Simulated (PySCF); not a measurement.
## Bonding in `CC(C)OC1[SiH2]C[SiH2]1`

Compound: C5H14OSi2.
Atom-mapped SMILES: `[CH3:1][CH:2]([CH3:3])[O:4][CH:5]1[SiH2:6][CH2:7][SiH2:8]1` (hydrogens: H9, H10, H11 on C1; H12 on C2; H13, H14, H15 on C3; H16 on C5; H17, H18 on Si6; H19, H20 on C7; H21, H22 on Si8)

Geometry (GFN2-xTB, Å), atoms numbered from 1 in this order:
```
atom  x, y, z in Å
C1    -2.349   -0.306   -1.218
C2    -1.542    0.290   -0.061
C3    -2.419    0.475    1.175
O4    -0.464   -0.546    0.311
C5     0.720   -0.383   -0.466
Si6    1.734    1.226   -0.090
C7     3.168    0.075    0.459
Si8    2.131   -1.522    0.198
H9    -3.171    0.355   -1.480
H10   -2.749   -1.275   -0.925
H11   -1.722   -0.443   -2.096
H12   -1.139    1.270   -0.375
H13   -2.761   -0.495    1.524
H14   -1.845    0.946    1.969
H15   -3.279    1.096    0.939
H16    0.487   -0.538   -1.528
H17    2.016    2.069   -1.256
H18    1.168    2.032    0.991
H19    3.510    0.234    1.479
H20    4.051    0.138   -0.172
H21    2.681   -2.445   -0.800
H22    1.765   -2.233    1.419
```

Bond orders from the PBE0/pcSseg-1 density (PySCF). Isolated species at its GFN2-xTB geometry (one conformer only).

Q: How far do the computed orders between heavy atoms stray from the drawn ones?

A: The largest departure is 0.137, at O4–C5 (drawn single, 0.863) and Si8–C5 (drawn single, 0.864). Drawn single, order below 0.88: O4–C5 (0.863), C5–Si6 (0.869) and Si8–C5 (0.864).

Q: Set the Mayer orders of the bonds beside their lengths.

A: 
```
   bond  drawn as  length (Å)  Mayer order
  C1–C2    single       1.532        1.036
  C2–C3    single       1.526        1.045
  C2–O4    single       1.414        0.884
  O4–C5    single       1.425        0.863
 C5–Si6    single       1.939        0.869
 Si6–C7    single       1.919        0.920
 C7–Si8    single       1.922        0.917
 Si8–C5    single       1.931        0.864
  C1–H9    single       1.087        0.960
 C1–H10    single       1.088        0.961
 C1–H11    single       1.088        0.958
 C2–H12    single       1.105        0.918
 C3–H13    single       1.087        0.961
 C3–H14    single       1.087        0.967
 C3–H15    single       1.087        0.961
 C5–H16    single       1.098        0.909
Si6–H17    single       1.466        0.930
Si6–H18    single       1.463        0.949
 C7–H19    single       1.087        0.943
 C7–H20    single       1.087        0.937
Si8–H21    single       1.467        0.945
Si8–H22    single       1.459        0.954
```

By pair of heavy elements: C–C: all 2 within 0.02 of one another (1.036 to 1.045). C–O: lowest O4–C5 (0.863, 1.425 Å), highest C2–O4 (0.884, 1.414 Å). C–Si: lowest Si8–C5 (0.864, 1.931 Å), highest Si6–C7 and C7–Si8 (0.920, 1.919 Å). Bonds named together lie within 0.004.

Q: Sum the orders of all bonds at each heavy atom with more than one neighbour and set the sums beside the valence in the SMILES.

A: C1 3.915 (drawn 4), C2 3.883 (drawn 4), C3 3.934 (drawn 4), O4 1.747 (drawn 2), C5 3.505 (drawn 4), Si6 3.668 (drawn 4), C7 3.717 (drawn 4), Si8 3.680 (drawn 4). Orders between atoms that aren't bonded are not in these sums.

The Mayer order sums products of elements of PS (density times overlap matrix) between the two atoms' basis functions, so it depends on the basis set.
